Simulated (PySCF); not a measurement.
Assignment exercise: C8H5F3O

Structure with atom numbers: `[O:1]=[C:2]([c:3]1[cH:4][cH:5][cH:6][cH:7][cH:8]1)[C:9]([F:10])([F:11])[F:12]`. Hydrogens are named by the atom that carries them.

[PySCF: geometry from GFN2-xTB; NMR shieldings at PBE0/pcSseg-1/GIAO; rapidly exchanging positions averaged; relativity neglected; one computed conformer; no solvent]

References, each an isolated molecule treated in the same way: 13C, 1H against TMS.

Task: Assign these signals to the numbered atoms. 13C{1H} NMR (computed): δ 186.3, 142.5, 139.0, 134.5, 133.6, 126.8.

Result: 
| δ (ppm) | atoms | environment | reason |
| --- | --- | --- | --- |
| 186.3 | C2 | ketone carbonyl carbon | low-lying n→π* states of the double bond to the heteroatom give a large paramagnetic term (-245 ppm) |
| 142.5 | C6 | aromatic CH | – |
| 139.0 | C4/C8 | aromatic CH | the aromatic region |
| 134.5 | C5/C7 | aromatic CH | – |
| 133.6 | C3 | substituted aromatic carbon | – |
| 126.8 | C9 | CF3 carbon | 3 electronegative neighbours deshield it |

C5/C7 and C3 lie closer than the usual error of such a calculation, so a measured spectrum could show them in the other order.

Task: Assign these signals to the numbered atoms. 1H NMR (300 MHz, computed): δ 8.72 (d, 2H), 8.03 (m, 1H), 7.90 (m, 2H).

Result: 
8.72 → H(C4)/H(C8), hydrogen on an aromatic CH: ring current plus the deshielding of an ortho carbonyl group
8.03 → H(C6), hydrogen on an aromatic CH
7.90 → H(C5)/H(C7), hydrogen on an aromatic CH

Splittings by 19F in the carbon and heteronuclear signals aren't shown, as no couplings were computed. Shifts are as computed. Against solution values, carbons near 30 ppm lie about +3 ppm off and those near 130 ppm about +5 ppm. Of 1211 compounds with measured shifts, 218 miss one by over three times the rms of a fit or turn the order of signals round; such compounds aren't used in these exercises. No couplings were computed; multiplicities are counted from neighbouring protons, with m where these are inequivalent, close in shift, in a saturated or five-membered ring or joined by F or P, and br s for small geminal =CH2 splittings.
